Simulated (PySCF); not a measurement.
PySCF input for C3H8OSi2, SMILES CO[Si@@H]1C=C[SiH2]1, B3LYP/pcSseg-1. Geometry optimised at B3LYP-D3(BJ)/def2-SVP. The structure was generated by enumeration; whether it is a known compound was not checked. The values are those of a single conformer.

```python
import numpy as np
from pyscf import gto, scf, dft
from pyscf.prop.nmr import rks as nmr

mol = gto.M(
    atom='''
    C     2.96630107   -0.43847708    0.26522315
    O     1.74823059    0.26889139    0.23609078
    Si    0.22675300   -0.39026819    0.41993505
    C    -0.70569757   -0.94571654   -1.12922610
    C    -1.82255022   -0.17085967   -1.13581154
    Si   -1.62710691    1.03722986    0.31781023
    H     3.78538767    0.26872153    0.47138032
    H     3.17390886   -0.92916133   -0.70367030
    H     2.97686784   -1.21656197    1.05234356
    H     0.32553606   -1.46268800    1.46301385
    H    -0.51512916   -1.72434871   -1.88045243
    H    -2.62713035   -0.28429479   -1.87521765
    H    -2.71335594    1.01213519    1.34506337
    H    -1.41529448    2.45792328   -0.09073423
    ''',
    basis='pcSseg-1',
    charge=0,
    spin=0,
    max_memory=1600,
    verbose=3,
)
mf = dft.RKS(mol, xc='b3lyp')
mf.grids.level = 3
mf.conv_tol = 1e-10
mf.max_cycle = 100
mf.kernel()
n = nmr.NMR(mf)
n.verbose = 2
n.max_cycle_cphf = 60
sigma = n.kernel()
print('atom   isotropic/ppm   span/ppm')
for i, s in enumerate(sigma):
    w = np.linalg.eigvalsh((s + s.T) / 2)
    print(f'{mol.atom_symbol(i):2s}{i + 1:3d} {w.mean():14.3f} {w[2] - w[0]:11.3f}')
```

Program output:

```
converged SCF energy = -773.333206154702
atom   isotropic/ppm   span/ppm
C   1        121.590      86.311
O   2        301.105     101.722
Si  3        334.259     108.257
C   4         -0.752     245.399
C   5          9.444     267.700
Si  6        375.517     138.611
H   7         27.439      10.235
H   8         27.545      10.333
H   9         27.823       8.808
H  10         26.005       6.351
H  11         23.788       3.888
H  12         23.799       3.990
H  13         26.722       7.356
H  14         26.800       6.253
```

The calculation finished and met its thresholds.
